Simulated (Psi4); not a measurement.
H₅AsSi, charge +1, doublet, geometry from GFN2-xTB (a state made from the parent by changing its charge; the spin is typed, not shown lowest); R2SCAN/cc-pVDZ in Psi4.

Psi4 was given this input:
```
memory 2 GB

molecule {
1 2
Si   -1.70472595    0.10897919    0.27378400
As    0.82226931   -0.03886951   -0.18862924
H    -2.20744588   -0.82892523   -0.73390716
H    -1.91760064    1.54067772    0.04146200
H    -1.70838653   -0.34769080    1.67179529
H     1.17882747   -1.33819262    0.45341921
H     1.38588148    0.73111591    0.95901965
}

set {
  basis cc-pvdz
  reference uks
  scf_type pk
  puream true
  d_convergence 1e-8
  dft_radial_points 99
  dft_spherical_points 590
}

energy('r2scan')
print_variables()
```

What the program printed (banner, timings and long lists left out):

```
   => Loading Basis Set <=

    Name: CC-PVDZ
    Role: ORBITAL
    Keyword: BASIS

         ---------------------------------------------------------
                                   SCF
               by Justin Turney, Rob Parrish, Andy Simmonett
                          and Daniel G. A. Smith
                              UKS Reference
         ---------------------------------------------------------

  ==> Geometry <==

    Molecular point group: c1
    Full point group: C1

    Geometry (in Angstrom), charge = 1, multiplicity = 2:

       Center              X                  Y                   Z               Mass
    ------------   -----------------  -----------------  -----------------  -----------------
         SI          -1.803101573355     0.109981430655     0.311419282161    27.976926534650
         AS           0.723893686645    -0.037867269345    -0.150993957839    74.921594570000
         H           -2.305821503355    -0.827922989345    -0.696271877839     1.007825032230
         H           -2.015976263355     1.541679960655     0.079097282161     1.007825032230
         H           -1.806762153355    -0.346688559345     1.709430572161     1.007825032230
         H            1.080451846645    -1.337190379345     0.491054492161     1.007825032230
         H            1.287505856645     0.732118150655     0.996654932161     1.007825032230

  Running in c1 symmetry.

  Rotational constants: A =      1.59627  B =      0.10846  C =      0.10818 [cm^-1]
  Rotational constants: A =  47855.09897  B =   3251.53135  C =   3243.08128 [MHz]
  Nuclear repulsion =  156.424770306179340

  Charge       = 1
  Multiplicity = 2
  Electrons    = 51
  Nalpha       = 26
  Nbeta        = 25

  ==> Algorithm <==

  SCF Algorithm Type is PK.
  DIIS enabled.
  MOM disabled.
  Fractional occupation disabled.
  Guess Type is SAD.
  Energy threshold   = 1.00e-06
  Density threshold  = 1.00e-08
  Integral threshold = 1.00e-12

  ==> Primary Basis <==

  Basis Set: CC-PVDZ
    Blend: CC-PVDZ
    Number of shells: 34
    Number of basis functions: 70
    Number of Cartesian functions: 73
    Spherical Harmonics?: true
    Max angular momentum: 2

  ==> DFT Potential <==

   => LibXC <=

    Version 7.1.2
    S. Lehtola, C. Steigemann, M. J. T. Oliveira, and M. A. L. Marques,  SoftwareX 7, 1–5 (2018) (10.1016/j.softx.2017.11.002)

   => Composite Functional: R2SCAN <=

    r2SCAN Meta-GGA XC Functional  (0.1021/acs.jpclett.0c02405)
    J. W. Furness, A. D. Kaplan, J. Ning, J. P. Perdew, J. Sun  J. Phys. Chem. Lett.  11, 8208–8215, 2020

    Deriv               =              1
    GGA                 =           TRUE
    Meta                =           TRUE

    Exchange Hybrid     =          FALSE
    MP2 Hybrid          =          FALSE

   => Exchange Functionals <=

    1.0000   XC_MGGA_X_R2SCAN

   => Correlation Functionals <=

    1.0000   XC_MGGA_C_R2SCAN

   => LibXC Density Thresholds  <==

    XC_MGGA_C_R2SCAN:  1.00E-15
    XC_MGGA_X_R2SCAN:  1.00E-11

   => Molecular Quadrature <=

    Radial Scheme          =       TREUTLER
    Pruning Scheme         =           NONE
    Nuclear Scheme         =       TREUTLER

    Blocking Scheme        =         OCTREE
    BS radius alpha        =              1
    Pruning alpha          =              1
    Radial Points          =             99
    Spherical Points       =            590
    Total Points           =         388009
    Total Blocks           =           2791
    Max Points             =            256
    Max Functions          =             70
    Weights Tolerance      =       1.00E-15

  ==> Integral Setup <==

  Using in-core PK algorithm.
   Calculation information:
      Number of atoms:                   7
      Number of AO shells:              34
      Number of primitives:            165
      Number of atomic orbitals:        73
      Number of basis functions:        70

      Integral cutoff                 1.00e-12
[...]
    Irrep   Nso     Nmo
   -------------------------
     A         70      70
   -------------------------
    Total      70      70
   -------------------------

  ==> Iterations <==

                        Total Energy        Delta E     RMS |[F,P]|

   @UKS iter SAD: -2524.99681670930659   -2.52500e+03   0.00000e+00
   @UKS iter   1: -2527.53325643051039   -2.53644e+00   1.44080e-02 DIIS/ADIIS
   @UKS iter   2: -2527.58161065866398   -4.83542e-02   1.35748e-02 DIIS/ADIIS
   @UKS iter   3: -2527.93602122808761   -3.54411e-01   1.79440e-03 DIIS/ADIIS
   @UKS iter   4: -2527.95000743039463   -1.39862e-02   6.97268e-04 DIIS/ADIIS
   @UKS iter   5: -2527.95235790829111   -2.35048e-03   1.29813e-04 DIIS/ADIIS
   @UKS iter   6: -2527.95242833778184   -7.04295e-05   2.15965e-05 DIIS
   @UKS iter   7: -2527.95243115173298   -2.81395e-06   9.22441e-06 DIIS
   @UKS iter   8: -2527.95243165696820   -5.05235e-07   3.05012e-06 DIIS
   @UKS iter   9: -2527.95243173109384   -7.41256e-08   8.90228e-07 DIIS
   @UKS iter  10: -2527.95243173696053   -5.86670e-09   2.98753e-07 DIIS
   @UKS iter  11: -2527.95243173753624   -5.75710e-10   7.02407e-08 DIIS
   @UKS iter  12: -2527.95243173756899   -3.27418e-11   2.18524e-08 DIIS
   @UKS iter  13: -2527.95243173757399   -5.00222e-12   6.64836e-09 DIIS
  Energy and wave function converged.

  ==> Post-Iterations <==

   Electrons on quadrature grid:
      Nalpha   =   26.0000004104 ; deviation = 4.104e-07
      Nbeta    =   25.0000002264 ; deviation = 2.264e-07
      Ntotal   =   51.0000006368 ; deviation = 6.368e-07

   @Spin Contamination Metric:   4.839012623E-03
   @S^2 Expected:                7.500000000E-01
   @S^2 Observed:                7.548390126E-01
   @S   Expected:                5.000000000E-01
   @S   Observed:                5.000000000E-01

    Orbital Energies [Eh]
    ---------------------

    Alpha Occupied:

[...]
    Alpha Virtual:

[...]
    Beta Occupied:

[...]
      25A     -0.518933

    Beta Virtual:

[...]
    Final Occupation by Irrep:
              A
    DOCC [    25 ]
    SOCC [     1 ]
    NA   [    26 ]
    NB   [    25 ]

  @UKS Final Energy: -2527.95243173757399

   => Energetics <=

    Nuclear Repulsion Energy =            156.4247703061793402
    One-Electron Energy =               -3816.9339798607497869
    Two-Electron Energy =                1238.0082791772615565
    DFT Exchange-Correlation Energy =    -105.4515013602648992
    Empirical Dispersion Energy =           0.0000000000000000
    VV10 Nonlocal Energy =                  0.0000000000000000
    Total Energy =                      -2527.9524317375739884

  UHF NO Occupations:
  HONO-2 :   24  A 1.9996620
  HONO-1 :   25  A 1.9984293
  HONO-0 :   26  A 1.0000000
  LUNO+0 :   27  A 0.0015707
  LUNO+1 :   28  A 0.0003380
  LUNO+2 :   29  A 0.0002939
  LUNO+3 :   30  A 0.0001355

Computation Completed

Properties will be evaluated at   0.000000,   0.000000,   0.000000 [a0]

Properties computed using the SCF density matrix

 Multipole Moments:

 ------------------------------------------------------------------------------------
     Multipole            Electronic (a.u.)      Nuclear  (a.u.)        Total (a.u.)
 ------------------------------------------------------------------------------------

 L = 1.  Multiply by 2.5417464519 to convert [e a0] to [Debye]
 Dipole X            :          8.9407681           -9.6669556           -0.7261875
 Dipole Y            :         -0.1209737            0.0984856           -0.0224881
 Dipole Z            :         -3.3064076            3.6982597            0.3918521
 Magnitude           :                                                    0.8254708

 ------------------------------------------------------------------------------------

  Variable Map:
  ----------------------------------------------------------------------------
[...]
  Array Variable Map:
  ----------------------------------------------------------------------------
[...]
[...]
```
